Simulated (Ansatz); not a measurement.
Two structures of GeNH5, singlet, reached by relaxing down either side of one saddle point (PBE0-D4/def2-TZVP). Energies are electronic, without zero-point energy. Ansatz 0.2.0; basis: def2-TZVPP and def2-QZVPP; cores frozen in the correlated methods. Filled d shells of the heavier atoms are correlated. The def2 sets are not built for correlating such inner shells, so the correlated values are less sure here. Extrapolation: Hartree–Fock as exp(−7.88 √X), correlation as X^−2.97. First:

```json
{"atom": "Ge1", "x (Å)": "-0.4539", "y (Å)": "0.0511", "z (Å)": "0.5247"}
{"atom": "H2", "x (Å)": "0.0771", "y (Å)": "0.9716", "z (Å)": "1.6334"}
{"atom": "N3", "x (Å)": "0.7041", "y (Å)": "0.2090", "z (Å)": "-0.9002"}
{"atom": "H4", "x (Å)": "1.6602", "y (Å)": "-0.0293", "z (Å)": "-0.6732"}
{"atom": "H5", "x (Å)": "-1.8326", "y (Å)": "0.5168", "z (Å)": "0.0340"}
{"atom": "H6", "x (Å)": "-0.5847", "y (Å)": "-1.3842", "z (Å)": "1.0885"}
{"atom": "H7", "x (Å)": "0.4298", "y (Å)": "-0.3350", "z (Å)": "-1.7072"}
```

Second:

```csv
atom,x (Å),y (Å),z (Å)
Ge1,-0.7773,-0.3873,-0.3050
H2,1.1643,1.2468,1.9576
N3,-0.0231,-0.3683,-1.8321
H4,1.4284,1.3583,1.2675
H5,-1.7229,0.7638,0.0386
H6,-0.6490,-1.4306,0.8238
H7,0.5797,-1.1827,-1.9503
```

Question: Which bonds change from the first to the second?

Answer: GeNH₅ ([NH2][GeH3]) → GeNH₃ ([NH][GeH2]) + H₂; bonds formed: H2–H4; bonds broken: Ge1–H2, N3–H4.

Question: Give the saddle point's structure and its height above each. (An estimate is asked for; the value comes from the calculation.)

Answer: Computed: 378.4 kJ/mol above the first and 149.9 kJ/mol above the second (CCSD(T) at an estimated basis limit (MP2 extrapolated from triple and quadruple zeta, plus CCSD(T) − MP2 in triple zeta)).
```xyz
7
angstrom
Ge -0.6078 -0.1593 0.0997
H 0.6963 0.8013 1.1160
N 0.5055 0.0799 -1.2514
H 0.9609 0.6133 0.2075
H -1.7520 0.8438 0.3235
H -0.7565 -1.3866 1.0310
H 0.9538 -0.7924 -1.5262
```

The T1 diagnostic stays at or below 0.018. The restricted Hartree–Fock reference is unstable towards an unrestricted one at one or more of these structures.

Labels in which every atom is bracketed show which atoms are joined, not bond orders.

For scale, one of the runs: CCSD(T)/def2-TZVPP, 149 basis functions, launched by `ansatz run in.yaml --threads 2 --pin off --events-out ev --progress --plain --max-ram 4352MiB`. Time: 24 s of wall clock on 2 CPU threads of an Arm Neoverse V1; the host was shared. Peak host memory: 0.95 GiB.
